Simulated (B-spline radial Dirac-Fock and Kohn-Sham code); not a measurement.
Pb⁴⁶⁺: eigenvalues, ΔSCF and the reference

System: the Pb⁴⁶⁺ ion in the configuration [Ar] 3d10 4s2 4p6.

The density-functional columns are spherical, spin-unpolarised Dirac-Kohn-Sham results without Breit or QED terms: −ε is minus the orbital energy of the initial state and ΔSCF the difference of two total energies. The reference in the last column comes from Dirac-Fock ΔSCF + Breit + QED. All numbers are from a B-spline atomic structure program, in eV; a selection of levels is shown. The Kohn-Sham columns are given as differences from the reference. For the 1s level of heavy atoms much of the gap between ΔSCF and the reference is the Breit and QED part, -496.7 eV here; for other levels the error of the functional can be larger.

```
     level  LDA −ε − DF  LDA ΔSCF − DF  Dirac-Fock
    K (1s)       -192.5         +485.2     90347.0
   L1 (2s)       -203.4          -49.5     18210.1
L2 (2p1/2)       -146.6          +43.5     17545.8
L3 (2p3/2)       -168.5           -6.0     15378.3
   M1 (3s)       -120.9          -56.9      6106.5
M2 (3p1/2)        -99.6          -31.9      5815.9
M3 (3p3/2)        -97.7          -35.4      5309.7
M4 (3d3/2)        -69.1           +2.3      4845.5
M5 (3d5/2)        -71.1           -1.6      4738.9
   N1 (4s)        -45.0          -11.7      2842.7
N2 (4p1/2)        -25.2           +8.6      2705.3
N3 (4p3/2)        -27.4           +4.3      2542.8
```

For the outermost level NIST gives 2543 ± 4 eV (theoretical); the differences from it are LDA −ε -27.58, LDA ΔSCF +4.10, Dirac-Fock -0.21 eV.

Values without a named source are computed, but for edge energies of neutral atoms, which are taken from tables.
